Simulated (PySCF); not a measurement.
Compound: C7H13 (doublet state).
SMILES with atom numbers: `[CH3:1][C@@H:2]1[CH2:3][CH2:4][CH:5][C@@H:6]1[CH3:7]` (hydrogens: H8, H9, H10 on C1; H11 on C2; H12, H13 on C3; H14, H15 on C4; H16 on C5; H17 on C6; H18, H19, H20 on C7)

Geometry (GFN2-xTB, Å), atoms numbered from 1 in this order:
```xyz
20
C7H13 angstrom
C     -0.6518   -1.9135    0.3425
C     -0.5270   -0.4207    0.6092
C     -1.3563    0.4412   -0.3503
C     -0.7728    1.8477   -0.1821
C      0.6351    1.5982    0.1985
C      0.8968    0.1692    0.4939
C      1.7565   -0.4782   -0.6092
H     -0.3876   -2.1527   -0.6841
H     -0.0044   -2.4776    1.0106
H     -1.6782   -2.2335    0.5114
H     -0.8756   -0.2230    1.6295
H     -1.2064    0.0977   -1.3753
H     -2.4220    0.3954   -0.1284
H     -1.3050    2.3896    0.6143
H     -0.8682    2.4594   -1.0853
H      1.3954    2.3556    0.2004
H      1.4480    0.0444    1.4360
H      1.2453   -0.4325   -1.5669
H      2.6977    0.0597   -0.6974
H      1.9753   -1.5158   -0.3702
```

The hyperfine couplings belong to this conformer and change with its torsions.

Level of theory: UKS B3LYP, pcH-1 on C H, non-relativistic, mean-field spin-orbit, GIAO in PySCF. Geometry: GFN2-xTB, one conformer, isolated molecule. A GFN2-xTB geometry isn't a minimum of the functional, and hyperfine couplings can be far from their values at a DFT geometry. The SCF solution wasn't tested for stability.

Q: Where do the isotropic ENDOR lines of H14, H15, H17, H16, H18/H19/H20, H12, H11 and H13 fall at 3344.3 mT, to first order?

A: For S = 1/2 in fast tumbling each set of equivalent nuclei gives two lines, ν± = |νn ± a/2| to first order, with νn = g_N μN B/h and μN/h = 7.62259 MHz/T.

| nuclei | isotope | g_N | νn (MHz) | a_iso (MHz) | lower line (MHz) | upper line (MHz) |
| --- | --- | --- | --- | --- | --- | --- |
| H14 | 1H | 5.5857 | 142.39 | 144.18 | 70.30 | 214.48 |
| H15 | 1H | 5.5857 | 142.39 | 80.23 | 102.28 | 182.51 |
| H17 | 1H | 5.5857 | 142.39 | 73.04 | 105.87 | 178.91 |
| H16 | 1H | 5.5857 | 142.39 | -62.06 | 111.36 | 173.42 |
| H18/H19/H20 | 1H | 5.5857 | 142.39 | 3.34 | 140.72 | 144.06 |
| H12 | 1H | 5.5857 | 142.39 | -2.01 | 141.39 | 143.40 |
| H11 | 1H | 5.5857 | 142.39 | -1.30 | 141.74 | 143.04 |
| H13 | 1H | 5.5857 | 142.39 | -1.29 | 141.75 | 143.04 |

Q: Which pairs are centred on the nuclear Larmor frequency, and which on half the coupling?

A: Centred on νn, since |a| < 2νn: H14, H15, H17, H16, H18/H19/H20, H12, H11 and H13. No pair has |a| > 2νn.

Means are taken over nuclei equivalent by connectivity, which assumes that they swap fast. The three 1H nuclei of mean +3.3 MHz run from -3.7 to 16.4 MHz in the frozen geometry.

Largest spin populations (Mulliken): C5 (+1.02), C4 (-0.09) and C6 (-0.08). C5 is the only atom above +0.15. The positive populations add up to 1.21 and the negative ones to -0.21, together 2S = 1. The angles at C5 add up to 359.9°, so it is planar; its axial dipolar tensor and the negative coupling of its proton fit spin in a p orbital normal to that plane.
